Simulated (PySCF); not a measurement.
tetraantimony cation (Sb4), SMILES [Sb]12[Sb]3[Sb]1[Sb]23 (connectivity only; charge and spin as stated), charge +1, multiplicity 2. The structure is a stationary point at PBE-D3(BJ)/def2-SVP. The multiplicity is an assumed one; no other spin state was optimised. The def2 effective core potentials stand for the cores of Sb; spin–orbit coupling is left out.

All values below come from PBE-D3(BJ)/def2-SVP in PySCF 2.14.0.

Harmonic wavenumbers (cm⁻¹): 97, 107, 123, 182, 182, 226. Rotational constants (GHz): 0.5194, 0.5194, 0.4406; symmetry number 4.

### Question
Work out the zero-point energy and the ideal-gas rigid-rotor harmonic-oscillator thermochemistry at 298.15 K and 1 atm.

### Answer
ZPE = ½ Σ hcν = ½ × 916 cm⁻¹ = 5.48 kJ/mol. H − E(el) = 25.52 kJ/mol. Entropy in J/(mol K): translation 185.92, rotation 123.49, vibration 68.72, spin 5.76, total 383.90. G − E(el) = -88.94 kJ/mol. Cp = 80.77 J/(mol K). Modes under 150 cm⁻¹ make the vibrational entropy uncertain.
